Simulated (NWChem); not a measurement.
Species: MgNH$_{2}$Br; SMILES [NH2][Mg][Br]

```xyz
5

Mg     0.0000     0.0000     1.1486
Br     0.0000     0.0000    -1.2071
N      0.0000     0.0000     3.0288
H      0.0000    -0.8170     3.6324
H      0.0000     0.8170     3.6324
```
Atoms are numbered in this order, from 1.

All runs use the structure optimised with PBE0/def2-SVP.

Symmetry labels are those of C2v in the frame above (b1 and b2, or b-type labels, depend on it).

**Question.** List the 4 lowest vertical singlet excitations from PBE0/def2-SVPD, TDA (NWChem).

**Answer.** 
```json
[
 {"state": "S1", "energy (eV)": "4.06", "oscillator strength": "0.044", "symmetry": "b1", "leading excitation (squared amplitude)": "HOMO → LUMO (0.99)"},
 {"state": "S2", "energy (eV)": "5.17", "oscillator strength": "0.000", "symmetry": "a2", "leading excitation (squared amplitude)": "HOMO → LUMO+1 (0.98)"},
 {"state": "S3", "energy (eV)": "5.57", "oscillator strength": "0.059", "symmetry": "b1", "leading excitation (squared amplitude)": "HOMO−1 → LUMO (0.99)"},
 {"state": "S4", "energy (eV)": "5.57", "oscillator strength": "0.051", "symmetry": "b2", "leading excitation (squared amplitude)": "HOMO−2 → LUMO (0.99)"}
]
```
